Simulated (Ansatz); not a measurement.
One change: `[F][Al]([SH])[Cl]` becomes `[OH][Al]([F])[SH]`.

Ansatz, PBE0-D4/def2-TZVP geometries, multiplicity 1. Each molecule was computed in one conformer, which needn't be the lowest.

```
                                        property  `[F][Al]([SH])[Cl]`
           HOMO energy (ωB97M-V/def2-TZVPP) / eV               -10.49
size of the dipole moment (B3LYP/def2-TZVPP) / D                 1.39
           HOMO–LUMO gap (B3LYP/def2-TZVPP) / eV                 6.71
           LUMO energy (ωB97M-V/def2-TZVPP) / eV                 0.65
            HOMO–LUMO gap (PBE0/def2-TZVPP) / eV                 7.27
             HOMO energy (B3LYP/def2-TZVPP) / eV                -8.04
```

(1) What does the change do to each property? (Estimate.)

Answers

(1) Computed: 
| property | `[OH][Al]([F])[SH]` | shift |
| --- | --- | --- |
| HOMO energy (ωB97M-V/def2-TZVPP) / eV | -10.23 | 0.26 |
| size of the dipole moment (B3LYP/def2-TZVPP) / D | 1.63 | 0.24 |
| HOMO–LUMO gap (B3LYP/def2-TZVPP) / eV | 6.69 | -0.02 |
| LUMO energy (ωB97M-V/def2-TZVPP) / eV | 0.85 | 0.20 |
| HOMO–LUMO gap (PBE0/def2-TZVPP) / eV | 7.29 | 0.02 |
| HOMO energy (B3LYP/def2-TZVPP) / eV | -7.77 | 0.27 |

The zero-point energy changes by 31.4 kJ/mol with +3 modes. Dipoles are sizes alone; their direction can turn.

B3LYP here is the variant with VWN-RPA as its local correlation; programs differ in this.
